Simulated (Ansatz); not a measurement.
The cluster Cu2Se⁺. Charge 1, multiplicity 4. Geometry r2SCAN-D4/def2-TZVP; atoms count from 1.

```xyz
3

Cu   -1.068   -0.480   -0.660
Cu   -0.097    1.237    0.516
Se    1.165   -0.757    0.144
```

At PBE0-D4/def2-TZVP a doublet of charge 1 lies 2.41 eV below the quartet, each at its own geometry. The structure comes from a short search, and lower isomers may exist.

(1) Estimate the Mulliken populations from the PBE0/def2-TZVP orbitals of Ansatz.

(2) Where does the spin sit?

(3) And the Mayer bond orders between bonded heavy atoms (over 0.3)?

## Answers

(1) 
```tsv
atom	charge (e)	spin (α − β)	d electrons
Cu1	0.35	0.63	9.69
Cu2	0.35	0.63	9.69
Se3	0.31	1.74	–
```
Mulliken values and Mayer orders depend strongly on the basis.

(2) Summed by element: Cu 1.26, Se 1.74, of 3 unpaired in all. Largest on single atoms: Se3 1.74, Cu1 0.63, Cu2 0.63.

(3) Cu1–Cu2 0.85 (2.30 Å); Cu1–Se3 0.77 (2.39 Å); Cu2–Se3 0.77 (2.39 Å).
